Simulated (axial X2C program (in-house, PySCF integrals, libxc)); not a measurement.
## Low determinants of AlSe at the PBE0 level, spin-free

Calculated with an in-house relativistic program for diatomic molecules. Spin-free means the one-electron spin-free X2C Hamiltonian. Basis: Se dyall-cv3z [8s9p6d4f1g], Al dyall-v3z [8s8p2d1f] (cores contracted in-house); Gaussian nuclei, density fitting, unrestricted open shells. Masses: Se 79.917 u, Al 26.982 u.

Search at 2.200 Å (vertical energies from the lowest determinant):

```tsv
ΔE (eV)	state	electrons beyond evenly filled partner blocks	electrons in σ, π, δ, φ
0.00	M_S = 1/2, Λ = 0	σα	23 20 4 0
0.74	M_S = 1/2, Λ = 1	π+α, π+β, π-α	24 19 4 0
3.04	M_S = 3/2, Λ = 0	σα, π+α, π+β, 2 × π-α	23 20 4 0
3.04	M_S = 3/2, Λ = 2	σα, 2 × π+α, π+β, π-α	23 20 4 0
3.24	M_S = 1/2, Λ = 2	σα, 2 × π+α, π+β, π-β	23 20 4 0
3.55	M_S = 1/2, Λ = 1	π+α	22 21 4 0
```

Lowest determinant, M_S = 1/2, Λ = 0 (beyond evenly filled blocks: σα): Re = 2.162 Å, ωe = 477.2 cm⁻¹.

The determinant in row 2 of the search, M_S = 1/2, Λ = 1 (beyond evenly filled blocks: π+α, π+β, π-α), was followed along the bond at PBE0; measured from the minimum of the lowest determinant it gives:

Te = 0.502 eV (4050 cm⁻¹), Re = 2.411 Å, ωe = 337.8 cm⁻¹.

Problem. Compare the bond of the determinant in row 2 with that of the lowest one.

Solution. At PBE0 its Re is 0.249 Å longer and its force constant, which goes as ωe², is 0.50 times that of the lowest determinant. T0 ≈ Te + Δωe/2 = 4050 + (-70) = 3980 cm⁻¹.

The search compares states at one distance, so a state with another bond length can lie lower; it is not exhaustive and yields mostly the lowest determinant of each block pattern, so other components and higher states of one pattern are missing. These are energies of single determinants, not of spin-adapted states; PBE0 term energies can be off by some tenths of an eV, and the functional has no current term.
